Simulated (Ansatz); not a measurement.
C$_{3}$H$_{5}$BO$_{4}$, SMILES `O[B-]1(O)OC=CC=[O+]1` from Hartree–Fock to CCSD(T)

Cartesian coordinates in Å:
```
O -0.105 0.315 1.998
B 0.540 -0.290 0.900
O 1.662 -1.109 1.100
O -0.459 -1.179 0.127
C -1.109 -0.759 -0.875
C -0.883 0.459 -1.494
C 0.182 1.212 -1.029
O 0.890 0.898 -0.028
H -0.159 -0.285 2.743
H 2.280 -0.711 1.714
H -1.869 -1.444 -1.256
H -1.455 0.766 -2.355
H 0.484 2.125 -1.545
```

Charge 0, multiplicity 1. The geometry is a stationary point of PBE0-D4/def2-TZVP. It is one conformer, not always the lowest. Frozen core, restricted reference, Ansatz. CBS rows extrapolate triple and quadruple zeta; past MP2 they add the triple-zeta difference.

```tsv
basis	HF (Eh)	MP2 corr.
def2-TZVPP	-440.97626	-1.50421
def2-QZVPP	-440.99586	-1.61756
```

**Question.** Estimate the CCSD correlation energy and the (T) correction in each basis where they were run (hartree).

**Answer.** 
```tsv
basis	CCSD corr.	(T)
def2-TZVPP	-1.52231	-0.06644
CBS(def2)	-1.71963	as TZ
```
